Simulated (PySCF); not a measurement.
**Exercise with solution: oscillator strength and radiative lifetime**

C2H7ClOSi, SMILES [C@H]([SiH2]Cl)(C)O.

Coordinates come from a PBE-D3(BJ)/def2-SVP optimisation. The structure was generated by enumeration; whether it is a known compound was not checked. Other conformers were not sampled.

TDDFT-PBE/def2-SVPD run with PySCF puts the first singlet state with f over 0.02 at 6.74 eV (vertical), with the transition dipole (0.289, -0.156, -0.197) in atomic units.

Task: Find the oscillator strength, the wavelength and the radiative lifetime that this transition would have in vacuum if emission retraced absorption.

Result: 
|μ|² = 0.1467 au, so |μ| = 0.97 D. ΔE = 6.74/27.211 = 0.2477 hartree. f = (2/3) ΔE |μ|² = 0.024 (the program prints 0.024).
λ = 1239.84/6.74 = 184 nm; ν = 54362 cm⁻¹.
Einstein's coefficient A = 0.6670 ν² f s⁻¹ (ν in cm⁻¹) = 4.8e7 s⁻¹, so τ = 1/A = 21 ns. This state is S5; the lower singlets have f = 0.006, 0.000, 0.008, 0.009. The figure is the radiative limit of this one transition; relaxation, internal conversion, crossing to triplets and a medium change what is measured.
